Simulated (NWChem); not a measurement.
Ionisation of C₂H₂N₃

SMILES: [c]1nc[nH]n1
```xyz
7

C      0.0776     1.1453     0.0000
N      1.1442     0.3963     0.0000
N      0.5850    -0.8299     0.0000
C     -0.7586    -0.7310     0.0000
N     -1.1083     0.5432     0.0000
H      1.1658    -1.6611     0.0000
H     -1.4267    -1.5924     0.0000
```
Charge 0, spin multiplicity 2.

Program: NWChem. The geometry was optimised at UPBE0/def2-SVP, a minimum by its harmonic frequencies.

Basis set: def2-SVPD. −ε marks an orbital energy of the parent.

B3LYP has NWChem's definition, with VWN1-RPA local correlation. The structure started from a generated list of species. The unpaired electrons of the parent sit in orbitals of symmetry a' (Cs labels of the run); other states weren't searched. The stability of the SCF solutions was not checked.

For the first vertical ionisation energy, −ε(beta HOMO) of PBE gives 6.96 eV and −ε(beta HOMO) of B3LYP gives 7.90 eV. What do −ε(beta HOMO) of M06-2X, G0W0@PBE, G0W0@PBE0 give?

−ε(beta HOMO) of M06-2X: 9.30 eV; G0W0@PBE: 9.66 eV; G0W0@PBE0: 9.93 eV.
